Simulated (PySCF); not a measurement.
Dipole moment and polarisability of PP3SSeO nortricyclane

Species: PP3SSeO nortricyclane, OP4SSe.
Structure used (PBE0-D3(BJ)/def2-SVP), in Å, numbered top down from 1:
```
atom  x, y, z in Å
P1     0.420    1.003    1.248
S2    -0.103   -1.013    1.712
P3    -0.693   -1.698   -0.195
P4     0.646   -0.624   -1.646
Se5    1.995    0.614   -0.358
P6    -1.330    0.308   -1.043
O7    -0.844    1.308    0.214
```

Level: wB97X-D/def2-SVPD (PySCF), static field, nuclei fixed, core orbitals frozen in the response. The polarisability tensor in these axes (au):

```
x   137.37  12.11  -1.79
y    12.11 128.78   1.11
z    -1.79   1.11 140.05
```

Give the principal values, the mean and the anisotropy Δα = √{½[(α1 − α2)² + (α2 − α3)² + (α1 − α3)²]}.

Principal values 120.03, 140.12 and 146.04 au; mean 135.40 au = 20.06 Å³ = 22.32 × 10⁻⁴⁰ C²·m²/J; Δα = 23.61 au (17 % of the mean).

What is the dipole moment, and where does it point?

(0.11, -0.08, -0.33) D, 0.36 D in size, pointing from the negative to the positive side. Measured along this direction, the outermost atoms are S2 at the negative end and P4 at the positive end.

Along which axes do the principal values lie, and how far do the nuclei extend along each?

Largest value along (0.81, 0.56, -0.14), where the nuclei span 3.51 Å; middle along (0.06, 0.16, 0.99), 3.20 Å; least along (-0.58, 0.81, -0.10), 2.49 Å. The response follows the extents in order.

Traceless (Buckingham) quadrupole moment about the centre of nuclear charge: eigenvalues?

-3.29, -1.14, 4.42 D·Å. The values depend on the origin, since the dipole doesn't vanish. The electronic extent ⟨r²⟩ about the same centre is 1652 bohr², a root-mean-square distance of 1.98 Å for the 118 electrons.

Rayleigh depolarisation ratio (linearly polarised light, static tensor)?

ρ = 3Δα²/(45ᾱ² + 4Δα²) = 1672.5/(824970 + 2230.0) = 0.00202.

What molar refraction does this α imply?

Lorentz–Lorenz: R = (4π/3)N_A α = 2.5225 cm³/(mol·Å³) × 20.06 Å³ = 50.6 cm³/mol, in the limit of long wavelengths.

Find the Langevin capture rate constant for H3O+ (19.018 u) meeting this molecule (251.779 u), k = 2.342 × 10⁻⁹ cm³/s × √(α in Å³ / reduced mass in u).

The reduced mass is 17.68 u, so k = 2.49 × 10⁻⁹ cm³/s. The formula leaves out the permanent dipole, which adds to the capture rate.

Isolated species at its PBE0-D3(BJ)/def2-SVP geometry (one conformer only). The calculation is non-relativistic, for selenium too.

These values come from a run that also computed excited states and ΔSCF ions. Hardware: one thread of an AMD EPYC 9R45 (shared host). Cost: 1.8 min of wall time (grids of density and orbitals included), 1.0 GiB resident at most.
